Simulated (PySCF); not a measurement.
# Be (beryllium, neutral) across methods

[He] 2p2, high-spin 3P determinant (an excited configuration). Computed with PySCF 2.14 in aug-cc-pVDZ, with no relativity, point nucleus. The B2PLYP total includes its PT2 part (frozen core); its orbital energies are those of the SCF part.

```json
{"method": "B2PLYP", "E (hartree)": "-14.3989", "mean ε 1s α (eV)": "-120.52", "mean ε 1s β (eV)": "-120.21", "mean ε 2p α (eV)": "-4.712", "Σ⟨r²⟩ (bohr²)": "21.37", "⟨S²⟩": "2.000"}
{"method": "PBE", "E (hartree)": "-14.4082", "mean ε 1s α (eV)": "-108.14", "mean ε 1s β (eV)": "-107.74", "mean ε 2p α (eV)": "-3.398", "Σ⟨r²⟩ (bohr²)": "21.02", "⟨S²⟩": "2.000"}
{"method": "UHF", "E (hartree)": "-14.33463", "mean ε 1s α (eV)": "-130.85", "mean ε 1s β (eV)": "-130.49", "mean ε 2p α (eV)": "-6.025", "Σ⟨r²⟩ (bohr²)": "22.07", "⟨S²⟩": "2.000"}
{"method": "r2SCAN", "E (hartree)": "-14.4237", "mean ε 1s α (eV)": "-110.65", "mean ε 1s β (eV)": "-110.33", "mean ε 2p α (eV)": "-3.517", "Σ⟨r²⟩ (bohr²)": "21.02", "⟨S²⟩": "2.000"}
{"method": "r2SCAN0", "E (hartree)": "-14.4171", "mean ε 1s α (eV)": "-115.78", "mean ε 1s β (eV)": "-115.46", "mean ε 2p α (eV)": "-4.197", "Σ⟨r²⟩ (bohr²)": "21.15", "⟨S²⟩": "2.000"}
{"method": "LDA", "E (hartree)": "-14.2229", "mean ε 1s α (eV)": "-106.46", "mean ε 1s β (eV)": "-106.09", "mean ε 2p α (eV)": "-3.355", "Σ⟨r²⟩ (bohr²)": "21.16", "⟨S²⟩": "2.000"}
{"method": "wB97X", "E (hartree)": "-14.4170", "mean ε 1s α (eV)": "-115.75", "mean ε 1s β (eV)": "-115.70", "mean ε 2p α (eV)": "-5.908", "Σ⟨r²⟩ (bohr²)": "21.12", "⟨S²⟩": "2.000"}
{"method": "revPBE", "E (hartree)": "-14.4414", "mean ε 1s α (eV)": "-108.34", "mean ε 1s β (eV)": "-107.99", "mean ε 2p α (eV)": "-3.401", "Σ⟨r²⟩ (bohr²)": "21.07", "⟨S²⟩": "2.000"}
{"method": "PBE0", "E (hartree)": "-14.4053", "mean ε 1s α (eV)": "-113.97", "mean ε 1s β (eV)": "-113.58", "mean ε 2p α (eV)": "-4.142", "Σ⟨r²⟩ (bohr²)": "21.08", "⟨S²⟩": "2.000"}
```
